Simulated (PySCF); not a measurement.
**Atomic charges against the basis set**

Compound: CH10BNSi.
Bonds: C1–N2, N2–B3, B3–Si4. Hydrogens: H5, H6, H7 on C1; H8, H9 on N2; H10, H11 on B3; H12, H13, H14 on Si4.

PBE0 throughout (PySCF), one geometry, spherical d and f functions. The structure is a single PBE0-D3(BJ)/def2-SVP conformer in the gas phase; no vibrational or solvent corrections. Atoms taken as equivalent share a column and are averaged. The first 7 of 8 kinds of atom are listed.

Mulliken charges (e):

| basis | functions | C1 | N2 | B3 | Si4 | H5/H6/H7 | H8/H9 | H10/H11 |
| --- | --- | --- | --- | --- | --- | --- | --- | --- |
| STO-3G | 34 | -0.150 | -0.325 | -0.098 | +0.371 | +0.117 | +0.262 | -0.102 |
| 6-31G | 60 | -0.359 | -0.751 | -0.099 | +0.255 | +0.216 | +0.381 | -0.045 |
| pcSseg-0 | 60 | -0.457 | -0.814 | -0.442 | +0.186 | +0.274 | +0.382 | +0.071 |
| 6-31G* | 80 | -0.412 | -0.685 | -0.155 | +0.112 | +0.223 | +0.396 | -0.035 |
| cc-pVDZ | 110 | -0.034 | +0.012 | -0.299 | +0.092 | +0.083 | +0.145 | -0.048 |
| def2-SVP | 110 | +0.002 | -0.099 | -0.324 | +0.165 | +0.082 | +0.176 | -0.032 |
| 6-311+G(2d,p) | 176 | -0.368 | -0.418 | -0.215 | +0.126 | +0.173 | +0.316 | -0.012 |
| aug-cc-pVDZ | 186 | +0.942 | -0.172 | -1.583 | -1.214 | -0.180 | +0.076 | +0.760 |
| def2-TZVP | 190 | -0.309 | -0.226 | -0.264 | -0.045 | +0.160 | +0.271 | -0.008 |
| IGLO-III | 249 | -0.275 | -0.402 | -0.200 | +0.497 | +0.151 | +0.306 | -0.045 |
| cc-pVTZ | 264 | -0.220 | +0.054 | -0.410 | +0.046 | +0.127 | +0.153 | +0.013 |

IAO charges (e):

```csv
basis,functions,C1,N2,B3,Si4,H5/H6/H7,H8/H9,H10/H11
STO-3G,34,-0.300,-0.237,-0.425,+0.469,+0.159,+0.265,-0.031
6-31G,60,-0.336,-0.277,-0.451,+0.232,+0.172,+0.298,-0.004
pcSseg-0,60,-0.315,-0.271,-0.472,+0.208,+0.168,+0.296,+0.001
6-31G*,80,-0.311,-0.266,-0.464,+0.346,+0.164,+0.292,-0.008
cc-pVDZ,110,-0.309,-0.260,-0.485,+0.351,+0.163,+0.292,-0.005
def2-SVP,110,-0.299,-0.254,-0.483,+0.368,+0.160,+0.290,-0.007
"6-311+G(2d,p)",176,-0.320,-0.273,-0.491,+0.378,+0.167,+0.298,-0.004
aug-cc-pVDZ,186,-0.319,-0.268,-0.486,+0.349,+0.166,+0.296,-0.004
def2-TZVP,190,-0.319,-0.273,-0.492,+0.384,+0.167,+0.298,-0.004
IGLO-III,249,-0.321,-0.275,-0.492,+0.385,+0.168,+0.298,-0.004
cc-pVTZ,264,-0.321,-0.273,-0.490,+0.370,+0.167,+0.298,-0.004
```

Hirshfeld charges (e):

```json
{"basis": "STO-3G", "functions": "34", "C1": "+0.041", "N2": "+0.038", "B3": "-0.109", "Si4": "+0.210", "H5/H6/H7": "+0.039", "H8/H9": "+0.144", "H10/H11": "-0.124"}
{"basis": "6-31G", "functions": "60", "C1": "-0.022", "N2": "-0.005", "B3": "-0.119", "Si4": "+0.132", "H5/H6/H7": "+0.059", "H8/H9": "+0.159", "H10/H11": "-0.096"}
{"basis": "pcSseg-0", "functions": "60", "C1": "-0.024", "N2": "+0.004", "B3": "-0.119", "Si4": "+0.163", "H5/H6/H7": "+0.057", "H8/H9": "+0.155", "H10/H11": "-0.104"}
{"basis": "6-31G*", "functions": "80", "C1": "-0.023", "N2": "-0.009", "B3": "-0.122", "Si4": "+0.137", "H5/H6/H7": "+0.059", "H8/H9": "+0.160", "H10/H11": "-0.094"}
{"basis": "cc-pVDZ", "functions": "110", "C1": "-0.032", "N2": "-0.018", "B3": "-0.121", "Si4": "+0.163", "H5/H6/H7": "+0.060", "H8/H9": "+0.162", "H10/H11": "-0.098"}
{"basis": "def2-SVP", "functions": "110", "C1": "-0.034", "N2": "-0.019", "B3": "-0.125", "Si4": "+0.171", "H5/H6/H7": "+0.061", "H8/H9": "+0.163", "H10/H11": "-0.099"}
{"basis": "6-311+G(2d,p)", "functions": "176", "C1": "-0.036", "N2": "-0.053", "B3": "-0.109", "Si4": "+0.173", "H5/H6/H7": "+0.062", "H8/H9": "+0.162", "H10/H11": "-0.093"}
{"basis": "aug-cc-pVDZ", "functions": "186", "C1": "-0.044", "N2": "-0.055", "B3": "-0.113", "Si4": "+0.172", "H5/H6/H7": "+0.064", "H8/H9": "+0.162", "H10/H11": "-0.091"}
{"basis": "def2-TZVP", "functions": "190", "C1": "-0.039", "N2": "-0.048", "B3": "-0.114", "Si4": "+0.168", "H5/H6/H7": "+0.063", "H8/H9": "+0.163", "H10/H11": "-0.093"}
{"basis": "IGLO-III", "functions": "249", "C1": "-0.045", "N2": "-0.056", "B3": "-0.111", "Si4": "+0.171", "H5/H6/H7": "+0.064", "H8/H9": "+0.163", "H10/H11": "-0.092"}
{"basis": "cc-pVTZ", "functions": "264", "C1": "-0.040", "N2": "-0.045", "B3": "-0.113", "Si4": "+0.166", "H5/H6/H7": "+0.063", "H8/H9": "+0.164", "H10/H11": "-0.094"}
```

ESP-fitted charges (e):

```json
{"basis": "STO-3G", "functions": "34", "C1": "-0.294", "N2": "+0.069", "B3": "-0.293", "Si4": "+0.262", "H5/H6/H7": "+0.124", "H8/H9": "+0.215", "H10/H11": "-0.098"}
{"basis": "6-31G", "functions": "60", "C1": "-0.218", "N2": "-0.186", "B3": "-0.119", "Si4": "+0.251", "H5/H6/H7": "+0.117", "H8/H9": "+0.277", "H10/H11": "-0.123"}
{"basis": "pcSseg-0", "functions": "60", "C1": "-0.243", "N2": "-0.188", "B3": "-0.152", "Si4": "+0.262", "H5/H6/H7": "+0.130", "H8/H9": "+0.278", "H10/H11": "-0.116"}
{"basis": "6-31G*", "functions": "80", "C1": "-0.221", "N2": "-0.184", "B3": "-0.057", "Si4": "+0.183", "H5/H6/H7": "+0.117", "H8/H9": "+0.268", "H10/H11": "-0.132"}
{"basis": "cc-pVDZ", "functions": "110", "C1": "-0.172", "N2": "-0.200", "B3": "-0.051", "Si4": "+0.184", "H5/H6/H7": "+0.104", "H8/H9": "+0.265", "H10/H11": "-0.134"}
{"basis": "def2-SVP", "functions": "110", "C1": "-0.167", "N2": "-0.180", "B3": "-0.081", "Si4": "+0.218", "H5/H6/H7": "+0.103", "H8/H9": "+0.263", "H10/H11": "-0.129"}
{"basis": "6-311+G(2d,p)", "functions": "176", "C1": "-0.202", "N2": "-0.264", "B3": "+0.002", "Si4": "+0.209", "H5/H6/H7": "+0.115", "H8/H9": "+0.280", "H10/H11": "-0.145"}
{"basis": "aug-cc-pVDZ", "functions": "186", "C1": "-0.184", "N2": "-0.285", "B3": "+0.019", "Si4": "+0.221", "H5/H6/H7": "+0.110", "H8/H9": "+0.282", "H10/H11": "-0.149"}
{"basis": "def2-TZVP", "functions": "190", "C1": "-0.193", "N2": "-0.242", "B3": "+0.007", "Si4": "+0.215", "H5/H6/H7": "+0.111", "H8/H9": "+0.273", "H10/H11": "-0.148"}
{"basis": "IGLO-III", "functions": "249", "C1": "-0.183", "N2": "-0.277", "B3": "+0.002", "Si4": "+0.219", "H5/H6/H7": "+0.110", "H8/H9": "+0.281", "H10/H11": "-0.144"}
{"basis": "cc-pVTZ", "functions": "264", "C1": "-0.189", "N2": "-0.263", "B3": "-0.004", "Si4": "+0.219", "H5/H6/H7": "+0.111", "H8/H9": "+0.279", "H10/H11": "-0.144"}
```

Some averages cover members that differ in this geometry, most widely: H8/H9, Mulliken in aug-cc-pVDZ +0.018 to +0.134; H5/H6/H7, Mulliken in aug-cc-pVDZ -0.243 to -0.147; H5/H6/H7, Mulliken in 6-31G +0.184 to +0.239; H5/H6/H7, Mulliken in 6-31G* +0.193 to +0.245 e.

**Question.** Which scheme is steadiest as the basis changes?

**Answer.** Largest range over the bases for any column: Hirshfeld 0.09 e, IAO 0.26 e, ESP-fitted 0.35 e, Mulliken 1.71 e. Hirshfeld charges move least and Mulliken charges most, counted in e. Without the minimal STO-3G basis the ranges are Hirshfeld 0.06, IAO 0.18, ESP-fitted 0.17, Mulliken 1.71 e.

**Question.** How much do the charges still move between the two largest bases, IGLO-III and cc-pVTZ?

**Answer.** At most, over all atoms: Mulliken 0.456 e, IAO 0.014 e, Hirshfeld 0.011 e, ESP-fitted 0.014 e.

**Question.** What do the same runs give for the total energy, the frontier levels and the dipole moment?

**Answer.** 
```csv
basis,energy (Eh),HOMO (eV),LUMO (eV),μ (D)
STO-3G,-408.0899,-4.31,7.50,6.45
6-31G,-412.8487,-6.72,0.83,6.40
pcSseg-0,-412.3034,-7.10,0.54,6.50
6-31G*,-412.9043,-6.67,0.83,6.27
cc-pVDZ,-412.9319,-6.76,0.42,6.15
def2-SVP,-412.7511,-6.80,0.40,6.24
"6-311+G(2d,p)",-412.9760,-6.89,-0.63,6.01
aug-cc-pVDZ,-412.9417,-6.87,-0.77,5.94
def2-TZVP,-412.9841,-6.86,-0.09,6.03
IGLO-III,-412.9910,-6.87,-0.37,5.97
cc-pVTZ,-412.9861,-6.87,-0.04,6.01
```

The dipole is fixed by the density alone, so its range of 0.56 D shows that the density itself changes with the basis, not only its division among atoms.
